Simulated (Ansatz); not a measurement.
A series at Sn: from `[NH2][Sn]([Cl])([Cl])[Cl]`, ligands are replaced one by one, each step taking up NH₃ and setting free HCl; n counts the steps. Ansatz, PBE0-D4/def2-TZVP geometries. Each molecule was computed in one conformer, which needn't be the lowest.

```
n                        molecule  HOMO energy, ωB97M-V/def2-TZVPP (eV)
0     `[NH2][Sn]([Cl])([Cl])[Cl]`                                     ?
1    `[NH2][Sn]([NH2])([Cl])[Cl]`                                -10.47
2   `[NH2][Sn]([NH2])([NH2])[Cl]`                                -10.06
3  `[NH2][Sn]([NH2])([NH2])[NH2]`                                 -9.26
```

By hand: fit a straight line y = ȳ + b (n − n̄) to the 3 given rows and predict n = 0.

n̄ = 2.000, ȳ = -9.930; Σ(n − n̄)(y − ȳ) = 1.210, Σ(n − n̄)² = 2.000, so b = 0.605 eV a step. Prediction: -9.930 + (0.605) × (-2.000) = -11.14 eV.

By hand: compare with the computed value, -10.93 eV, and give the steps along the whole series.

The line misses by 0.21 eV (computed minus predicted). Steps: 0.46, 0.41, 0.80 eV.

The steps differ by up to 0.39 eV without a steady trend. The highest orbital can change its character along such a series. The miss is 12.6 % of the series' range.
